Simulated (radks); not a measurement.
The numbers below are computed, except where a source is named.
Initial-state core-level shifts of the chlorine ion Cl2+ when its valence configuration changes from [Ne] 3s2 3p3. Level of theory: Dirac Kohn-Sham, BLYP, spin-unpolarised, spherical densities, finite nucleus; open shells fill j = l - 1/2 first; Fermi nuclear charge, rms radius 3.3654 fm (a radial shooting solver on a logarithmic mesh with Libxc functionals). Shifts are changes of the shell-averaged eigenvalues in eV (positive: less bound); the change of the density at the nucleus, which sets a Mossbauer isomer shift, is in e/bohr^3, on a base of 3599.

| valence | 1s | 2s | 2p | density at nucleus |
|---|---|---|---|---|
| 3s1 3p4 | -1.191 | -1.209 | -1.183 | -15.1633 |
| 3p5 | -2.331 | -2.375 | -2.322 | -30.6585 |
| 3s1.5 3p3.5 | -0.602 | -0.610 | -0.597 | -7.5387 |
| 3s0.5 3p4.5 | -1.767 | -1.797 | -1.758 | -22.8708 |
